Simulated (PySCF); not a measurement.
Values are calculated unless marked as measured or tabulated.
B2H5O6(-)

The system: B2H5O6(-), a molecule drawn as a unit of a network glass or zeolite (built as: B4 B3, H ends, O bridges); charge -1, singlet. The structure, one conformer, was relaxed in the gas phase by PBE0-D3(BJ)/def2-SVP. No frequency run checks that it is a minimum.

SMILES: OB(O)O[B-](O)(O)O

Coordinates in Å:
```
O1      0.391    1.298    1.702
B2     -0.750    0.780    1.165
O3     -1.964    1.210    1.704
O4     -0.779   -0.126    0.163
B5      0.379   -0.498   -0.701
O6      0.143   -1.852   -1.189
O7      1.614   -0.370    0.132
O8      0.554    0.390   -1.841
H9      1.103    0.813    1.212
H10    -2.642    0.772    1.181
H11    -0.339   -2.293   -0.485
H12     2.302   -0.166   -0.508
H13    -0.003    0.023   -2.531
```

Shieldings: GIAO PBE0/aug-pcSseg-1.  Core levels by delta-SCF with SCAN, aug-pcX-2 on the ionised atom and aug-pcseg-1 elsewhere, spin-free X2C; from the vacuum level, for chosen atoms.

Problem. Give the shieldings and core levels atom by atom.

Solution. 
```json
{"atoms": "O1", "bonded to": "1 B + 1 H", "σ (ppm)": "233.0", "δ (ppm)": "-", "core level (eV)": "-"}
{"atoms": "B2", "bonded to": "3 O", "σ (ppm)": "81.0", "δ (ppm)": "-", "core level (eV)": "-"}
{"atoms": "O3", "bonded to": "1 B + 1 H", "σ (ppm)": "243.9", "δ (ppm)": "-", "core level (eV)": "-"}
{"atoms": "O4", "bonded to": "2 B", "σ (ppm)": "192.6", "δ (ppm)": "-", "core level (eV)": "1s 532.63"}
{"atoms": "B5", "bonded to": "4 O", "σ (ppm)": "100.8", "δ (ppm)": "-", "core level (eV)": "1s 192.67"}
{"atoms": "O6", "bonded to": "1 B + 1 H", "σ (ppm)": "251.7", "δ (ppm)": "-", "core level (eV)": "1s 533.00"}
{"atoms": "O7", "bonded to": "1 B + 1 H", "σ (ppm)": "254.4", "δ (ppm)": "-", "core level (eV)": "1s 533.20"}
{"atoms": "O8", "bonded to": "1 B + 1 H", "σ (ppm)": "261.6", "δ (ppm)": "-", "core level (eV)": "1s 533.05"}
{"atoms": "H9", "bonded to": "1 O", "σ (ppm)": "21.77", "δ (ppm)": "-", "core level (eV)": "-"}
{"atoms": "H10", "bonded to": "1 O", "σ (ppm)": "29.85", "δ (ppm)": "-", "core level (eV)": "-"}
{"atoms": "H11", "bonded to": "1 O", "σ (ppm)": "31.75", "δ (ppm)": "-", "core level (eV)": "-"}
{"atoms": "H12", "bonded to": "1 O", "σ (ppm)": "31.08", "δ (ppm)": "-", "core level (eV)": "-"}
{"atoms": "H13", "bonded to": "1 O", "σ (ppm)": "31.67", "δ (ppm)": "-", "core level (eV)": "-"}
```

Values are those of this one static structure; atoms that internal rotation interchanges would show their mean in an NMR spectrum.

Problem. Which of O4, O6, O7, O8 holds its core electrons tightest, and by how much against the loosest?

Solution. O7 (bonded to 1 B + 1 H), by 0.57 eV over O4 (bonded to 2 B).

Problem. By CAM-B3LYP/def2-SVPD (TDDFT singlets, Tamm-Dancoff triplets, ionisation by delta-SCF), where does absorption start, and what does vertical ionisation take?

Solution. The lowest singlet lies at 6.14 eV (f 0.013), the strongest of the first 6 at 6.73 eV (f 0.057), the lowest triplet at 5.98 eV; vertical ionisation takes 5.76 eV.

Excited states of gas-phase anions may lie above the detachment limit and hang on the basis.

The 3 runs behind this took 6.8 min in all, one thread each of AMD EPYC 7R43 64-Core on a shared host, launched as `OMP_NUM_THREADS=1 python cluster_run.py task.json out`.
